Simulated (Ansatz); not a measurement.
`O[SiH2][Si](F)(Cl)Cl` + NH₃ → `N[Si](F)(Cl)Cl` + `O[SiH3]` at 600 K and 1 bar (cleavage of the Si–Si bond).

Isolated molecules relaxed with PBE0-D4/def2-TZVP in Ansatz; ΔE leaves out vibrations. CCSD(T)/CBS adds triple-zeta CCSD(T) − MP2 to the extrapolated MP2 energy (def2 sets, frozen cores). This one scheme is used for every species. One conformer a species, not always the lowest.

| species | CCSD(T)/CBS energy (Eh) | H − E (kJ/mol) | S (J/(mol·K)) |
| --- | --- | --- | --- |
| `O[SiH2][Si](F)(Cl)Cl` | -1674.70305 | 173.1 | 513.0 |
| NH₃ | -56.50880 | 112.4 | 219.5 |
| `N[Si](F)(Cl)Cl` | -1364.55198 | 141.5 | 428.9 |
| `O[SiH3]` | -366.69042 | 135.7 | 307.9 |

H − E and S are ideal-gas, rigid-rotor, harmonic terms from PBE0-D4/def2-TZVP, for one conformer and one mirror image of each species. 1 Eh = 2625.50 kJ/mol, R = 8.31446 J/(mol·K).

**Question.** By hand: ΔE, ΔH, ΔS and ΔG.

**Answer.** ΔE = (-1364.55198) + (-366.69042) − (-1674.70305) − (-56.50880) = -0.03055 Eh = -80.2 kJ/mol. Δ(H − E) = 141.5 + 135.7 − 173.1 − 112.4 = -8.3, so ΔH = -88.5 kJ/mol. ΔS = 428.9 + 307.9 − 513.0 − 219.5 = 4.3 J/(mol·K). ΔG = -88.5 − 600 × (4.3)/1000 = -91.1 kJ/mol.

**Question.** By hand: the equilibrium constant, and the temperature at which ΔG would vanish if ΔH and ΔS stayed fixed.

**Answer.** log₁₀ K = −ΔG/(RT ln 10) = 7.9. ΔH and −TΔS have one sign here, so there is no such temperature. One of them is within its doubt of zero, so this could turn.

The number of gas molecules stays the same, so ΔS is small and ΔH decides. A doubt of 5 kJ/mol in ΔE shifts log₁₀ K by 0.4 here. Other conformers and mirror images would add mixing entropy, several J/(mol·K) or more a flexible species. Modes under 60 cm⁻¹, often nearly free rotors, make the harmonic entropy too high. These are equilibria of isolated gas molecules and say nothing of rates. Largest T1 diagnostic: 0.011 (customary marks: 0.02 for closed shells, 0.045 for open ones).
